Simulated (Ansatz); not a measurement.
Input and output for C2H4AlBr.

```yaml
crystal:
  periodic: [false, false, false]
  atoms:
    - {symbol: Br, position_ang: [-2.030077, 0.640317, -0.022244]}
    - {symbol: C, position_ang: [-0.127165, 0.370915, -0.745610]}
    - {symbol: C, position_ang: [0.779927, 0.391642, 0.473467]}
    - {symbol: Al, position_ang: [-0.274157, -1.222296, 0.217089]}
    - {symbol: H, position_ang: [-0.028639, 1.079280, -1.540911]}
    - {symbol: H, position_ang: [0.696558, 1.144581, 1.271025]}
    - {symbol: H, position_ang: [1.802610, 0.224947, 0.183611]}
    - {symbol: H, position_ang: [-0.748295, -2.700962, 0.242232]}
basis:
  gaussian: {orbitals: def2-mTZVPP, nuclear_model: gaussian}
total_charge: -1
magnetization: {spin_polarized: true, initial_magnetization: 1}
hamiltonian: {xc: {name: HF}}
correlation: {active_space: {window: {electrons: 6, orbitals: 2}}}
accuracy: high
output: {forces: true}
```

```sh
$ ansatz run in.yaml --threads 2 --pin off --events-out ev --progress --plain --max-ram 4352MiB
```

Output, abridged:

```
Error: invalid value for `correlation.active_space`: it starts from restricted Hartree–Fock orbitals; set hamiltonian.xc: hf without magnetization.spin_polarized
```
